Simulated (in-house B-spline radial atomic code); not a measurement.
RPA and G0W0 on LDA VWN5: Cu6+

Configuration [Ar] 3d5, highest spin, mean-field start LDA VWN5. Computed with an all-electron radial atomic-structure program (B-spline basis): all electrons, scalar-relativistic (spin-free one-electron X2C), finite nucleus, each spin shell either full or empty, empty states to l = 9 with an (l + 1/2)⁻⁴ tail; G0W0 by contour deformation at full frequency.

Command:
```bash
python run_gw.py task.json out
```
Settings (radii: box in bohr, nucleus in fm):
```
Z                        29
electrons                23
configuration            [Ar] 3d5
hamiltonian              x2c
method                   lda,vwn
lmax                     9
rms_radius               3.8823
spin_polarised           True
box_radius               9.29
intervals                67
```

Time taken, with all properties: 1.8 s on 1 thread of Intel(R) Xeon(R) 6975P-C, on a shared host.

Energies (hartree):

```csv
term,value
mean-field total,-1640.49097
Hartree-Fock functional on these orbitals,-1642.39650
direct second order,-1.7993
second-order exchange,0.5885
SOSEX correction,0.5481
```

(1) What is the RPA correlation energy, and what remains with SOSEX?

Quasi-particle levels (eV):

| level | occupied | mean field | Σx - vxc | Σc | QP weight | G0W0 |
| --- | --- | --- | --- | --- | --- | --- |
| 3d up | yes | -125.09 | -15.93 | ? | ? | ? |
| 3p down | yes | -187.97 | -14.38 | 0.55 | 0.956 | -201.79 |
| 3d down | no | -117.69 | 18.53 | -5.80 | 0.963 | -104.97 |

G0W0 = mean field + (Σx - vxc) + Σc, with Σc (partial-wave tail included) taken at the quasi-particle energy. Only the outer levels were computed. Levels of low weight are left out.

(2) Where does G0W0 put 3d up?

Results:

(1) RPA gives -1.6089 hartree (-1.9 eV per electron); RPA + SOSEX gives -1.0608, and the second-order doubles -1.2108 hartree (no singles). SOSEX takes back 34 % of the RPA value.

(2) At -139.30 eV, with Σc = 1.72 eV and a quasi-particle weight of 0.960. The tabulated removal energy is 139 ± 1.2 eV (NIST, semi-empirical); the calculation leaves out spin-orbit coupling, Breit and QED terms, and what these don't explain is the method's own error.
